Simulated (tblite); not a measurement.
`COc1c[c]nc(Cl)c1` [radical] (doublet state). Computed geometry: GFN2-xTB, gas phase. This method treats the open shell by occupation alone, without spin polarisation.

```
atom  x, y, z in Å
C1    -2.2123   -0.5213   -0.0738
O2    -1.4238    0.6426   -0.2060
C3    -0.0869    0.5441   -0.0961
C4     0.6375    1.7447   -0.2362
C5     1.9927    1.6288   -0.1168
N6     2.6526    0.5481    0.1044
C7     1.9944   -0.5890    0.2335
Cl8    2.9056   -2.0140    0.5238
C9     0.6115   -0.6432    0.1415
H10   -3.2412   -0.1912   -0.2048
H11   -2.0975   -0.9700    0.9171
H12   -1.9664   -1.2599   -0.8422
H13    0.1212    2.6699   -0.4220
H14    0.1118   -1.5900    0.2555
```

Q: Which two atoms are farthest apart?

A: Cl8···H10, 6.45 Å; the next longest distance is 5.95 Å.

Q: How far apart are these pairs, which share no bond: C1···N6, O2···H12, O2···H13, N6···H14, C7···H14, C9···H12, H12···H13?

A: C1···N6 4.984 Å (5 bonds apart); O2···H12 2.078 Å (2 bonds apart); O2···H13 2.558 Å (3 bonds apart); N6···H14 3.324 Å (3 bonds apart); C7···H14 2.132 Å (2 bonds apart); C9···H12 2.827 Å (4 bonds apart); H12···H13 4.470 Å (5 bonds apart).

Q: Where is the centre of mass (commonest isotopes), and what is the radius of gyration?

A: Mass 142.006 u; centre at (1.015, -0.196, 0.101) Å; Rg = √(Σ m r²/M) = 2.250 Å. As Ia + Ib + Ic = 2 Σ m r², the three principal moments sum to 1438.0 u·Å².

Q: How far are the heavy atoms from their best plane (unweighted least squares)?

A: 0.002 Å rms; none is more than 0.004 Å off.

Q: What is the repulsion energy of the bare nuclei, Σ ZA·ZB/RAB?

A: 478.47 Eh over 91 pairs, with full nuclear charges and distances in bohr; the largest single term is 31.45 Eh (C7 with Cl8).

Q: Give the dihedral angles C5–N6–C7–C9, O2–C3–C9–H14, C5–N6–C7–Cl8, C9–C3–C4–C5.

A: C5–N6–C7–C9 0° (synperiplanar); O2–C3–C9–H14 0° (synperiplanar); C5–N6–C7–Cl8 180° (antiperiplanar); C9–C3–C4–C5 0° (synperiplanar). Dihedral signs follow IUPAC: positive where, seen along the central bond, the front bond turns clockwise onto the rear one.

The point group is Cs within 0.08 Å; differences among equivalent distances and angles are scatter left by the optimiser. Its GFN2-xTB frequencies are all real (lowest 98 cm⁻¹).

One conformer stands for the species.
